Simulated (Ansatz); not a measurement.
```xyz
13

C     1.822    0.945    0.026
Ga    0.246   -0.159   -0.370
C    -1.439    0.278   -1.282
F     0.635   -1.914   -0.432
Se   -0.678   -0.589    2.253
H     1.542    1.904    0.467
H     2.497    0.426    0.709
H     2.374    1.149   -0.896
H    -2.137   -0.559   -1.218
H    -1.252    0.478   -2.340
H    -1.910    1.166   -0.855
H    -1.851   -1.326    1.767
H     0.152   -1.798    2.170
```

The species carries charge 0 and has multiplicity 1.

**Question.** List the PBE/def2-TZVPP orbital energies in eV (the Gaussian-basis code of Ansatz). (Best estimate.)

**Answer.** The calculation gave: Occupied: -12303.50, -10092.80, -1563.48, -1404.26, -1404.23, -1404.18, -1232.67, -1092.39, -1092.29, -1092.27, -657.55, -268.31, -268.28, -206.48, -151.82, -151.72, -151.54, -142.53, -97.16, -96.92, -96.82, -54.93, -54.91, -54.76, -54.69, -54.67, -26.73, -19.28, -19.13, -19.09, -19.01, -18.98, -18.75, -16.56, -16.37, -11.23, -10.36, -9.79, -9.55, -9.48, -9.39, -9.30, -8.01, -7.85, -7.71, -6.75, -6.24. Lowest empty: -1.55, -1.03, -0.18, 0.15, 0.99, 1.12, 2.17, 2.33.
